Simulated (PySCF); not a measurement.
HClSn, singlet, at a GFN2-xTB geometry (such geometries of metal compounds can be far from the true shape) (core potentials on Sn); DF-CAMB3LYP/def2-QZVPPD in PySCF.

Here is a job for PySCF.
```python
from pyscf import gto, scf, dft

mol = gto.Mole()
mol.atom = '''
    Sn   -0.29979143   -0.30707348    0.39347704
    H    -1.55158507   -1.01719066   -0.84491993
    Cl    0.97300921    0.96299204   -1.10758423
'''
mol.basis = 'def2-qzvppd'
mol.ecp = {'Sn': 'def2-qzvppd'}
mol.verbose = 4
mol.max_memory = 1800
mol.build()

mf = dft.RKS(mol)
mf.xc = 'camb3lyp'
mf = mf.density_fit(auxbasis='def2-universal-jkfit')
mf.kernel()
```

Q: What does PySCF print? Leave out banner, timings and long lists.

A: 
```
PySCF version 2.14.0

[INPUT] verbose = 4
[INPUT] num. atoms = 3
[INPUT] num. electrons = 40
[INPUT] charge = 0
[INPUT] spin (= nelec alpha-beta = 2S) = 0
[INPUT] symmetry False subgroup None
[INPUT] Mole.unit = angstrom
[INPUT] Symbol           X                Y                Z      unit          X                Y                Z       unit  Magmom
[INPUT]  1 Sn    -0.299791430000  -0.307073480000   0.393477040000 AA   -0.566523697192  -0.580284777317   0.743563841905 Bohr   0.0
[INPUT]  2 H     -1.551585070000  -1.017190660000  -0.844919930000 AA   -2.932070841264  -1.922211763866  -1.596667264887 Bohr   0.0
[INPUT]  3 Cl     0.973009210000   0.962992040000  -1.107584230000 AA    1.838720923579   1.819791215736  -2.093030854587 Bohr   0.0

nuclear repulsion = 93.4216797630716
number of shells = 60
number of NR pGTOs = 307
number of NR cGTOs = 200
basis = def2-qzvppd
ecp = {'Sn': 'def2-qzvppd'}

******** <class 'pyscf.df.df_jk.DFRKS'> ********
method = DFRKS
initial guess = minao
damping factor = 0
level_shift factor = 0
DIIS = <class 'pyscf.scf.diis.CDIIS'>
diis_start_cycle = 1
diis_space = 8
diis_damp = 0
SCF conv_tol = 1e-09
SCF conv_tol_grad = None
SCF max_cycles = 50
direct_scf = False
XC library pyscf.dft.libxc version 7.1.2
    S. Lehtola, C. Steigemann, M. J. T. Oliveira, and M. A. L. Marques,  SoftwareX 7, 1–5 (2018)
XC functionals = camb3lyp
    T. Yanai, D. P. Tew, and N. C. Handy,  Chem. Phys. Lett. 393, 51 (2004)
radial grids:
    Treutler-Ahlrichs [JCP 102, 346 (1995); DOI:10.1063/1.469408] (M4) radial grids

becke partition: Becke, JCP 88, 2547 (1988); DOI:10.1063/1.454033
pruning grids: <function nwchem_prune>
grids dens level: 3
symmetrized grids: False
atomic radii adjust function: <function treutler_atomic_radii_adjust>
small_rho_cutoff = 0
Set gradient conv threshold to 3.16228e-05
Initial guess from minao.
tot grids = 50648
******** <class 'pyscf.df.df.DF'> ********
auxbasis = def2-universal-jkfit
Create RSH-DF object <pyscf.df.df.DF object> for omega=0.33
******** <class 'pyscf.df.df.DF'> ********
auxbasis = auxmol.basis = def2-universal-jkfit
init E= -638.430023279047
  HOMO = -0.662565100378804  LUMO = -0.600627190873025  gap/eV = 1.68542
cycle= 1 E= -673.911595345463  delta_E= -35.5  |g|= 2.77  |ddm|= 35.3
  HOMO = -0.0762164630273088  LUMO = -0.00745460128565782  gap/eV = 1.87111
cycle= 2 E= -673.818417611953  delta_E= 0.0932  |g|=  3.2  |ddm|=  4.6
  HOMO = -0.269809561751034  LUMO = -0.0606910426146803  gap/eV = 5.69040
cycle= 3 E= -675.154881057172  delta_E= -1.34  |g|= 0.118  |ddm|= 1.96
  HOMO = -0.3038327077842  LUMO = -0.0859056811570587  gap/eV = 5.93010
cycle= 4 E= -675.159050594655  delta_E= -0.00417  |g|= 0.0385  |ddm|= 0.187
  HOMO = -0.302191494489028  LUMO = -0.0801055168232113  gap/eV = 6.04327
cycle= 5 E= -675.159511753739  delta_E= -0.000461  |g|= 0.0187  |ddm|= 0.0444
  HOMO = -0.301878449127934  LUMO = -0.0799895155551278  gap/eV = 6.03791
cycle= 6 E= -675.15958592366  delta_E= -7.42e-05  |g|= 0.00295  |ddm|= 0.0141
  HOMO = -0.301701388313315  LUMO = -0.0799341628728524  gap/eV = 6.03459
cycle= 7 E= -675.159596890026  delta_E= -1.1e-05  |g|= 0.00116  |ddm|= 0.00842
  HOMO = -0.301737083974188  LUMO = -0.0799649012950412  gap/eV = 6.03473
cycle= 8 E= -675.159597831277  delta_E= -9.41e-07  |g|= 0.000649  |ddm|= 0.00224
  HOMO = -0.301754121803965  LUMO = -0.0799922079862634  gap/eV = 6.03445
cycle= 9 E= -675.159597985147  delta_E= -1.54e-07  |g|= 0.000116  |ddm|= 0.000821
  HOMO = -0.301751948487949  LUMO = -0.079993999677776  gap/eV = 6.03434
cycle= 10 E= -675.159597991799  delta_E= -6.65e-09  |g|= 3.24e-05  |ddm|= 0.000193
  HOMO = -0.301748939147343  LUMO = -0.0799906079290908  gap/eV = 6.03435
cycle= 11 E= -675.159597992249  delta_E= -4.49e-10  |g|= 8.49e-06  |ddm|= 5.21e-05
  HOMO = -0.301749800153496  LUMO = -0.0799915198648913  gap/eV = 6.03435
Extra cycle  E= -675.159597992276  delta_E= -2.72e-11  |g|= 4.84e-06  |ddm|= 1.39e-05
converged SCF energy = -675.159597992276
```
